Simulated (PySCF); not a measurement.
HZrN at several levels of theory

All levels use the PBE0 minimum (singlet; Zr–H 1.897 Å, Zr–N 1.691 Å; H–Zr–N 106.1°), basis [Zr def2-TZVP with ECP28, N def2-TZVP, H def2-TZVP], scalar-relativistic core potentials, density fitting, no spin–orbit coupling, PySCF. For vertical energies the ionised species is a doublet (spins chosen at PBE0 and kept) and the electron-attached one a doublet. Atomisation goes to high-spin ground-configuration atoms, without zero-point energy. Open shells are unrestricted, also as the reference of the correlated levels. A dash marks a value that was not computed or is not defined at that level.

| level | atomisation (kJ/mol) | vertical IP (eV) | vertical EA (eV) | −ε(HOMO) (eV) | gap (eV) | dipole (D) |
| --- | --- | --- | --- | --- | --- | --- |
| PBE0 | ? | ? | ? | ? | ? | ? |
| HF | 295 | 6.64 | 1.00 | 8.99 | 8.33 | 8.14 |
| MP2 | ? | ? | ? | – | – | – |
| PBE | 920 | 8.50 | 1.19 | 5.09 | 1.78 | 6.27 |

Q: Fill in the row of MP2.

A: atomisation (kJ/mol) 895, vertical IP (eV) 9.30, vertical EA (eV) 0.89.

Q: Fill in the row of PBE0.

A: atomisation (kJ/mol) 831, vertical IP (eV) 8.36, vertical EA (eV) 1.20, −ε(HOMO) (eV) 6.24, gap (eV) 3.71, dipole (D) 6.83.

Spin contamination in at least one species weakens the values at: HF, MP2.

Without diffuse functions attachment energies tend to come out too low.
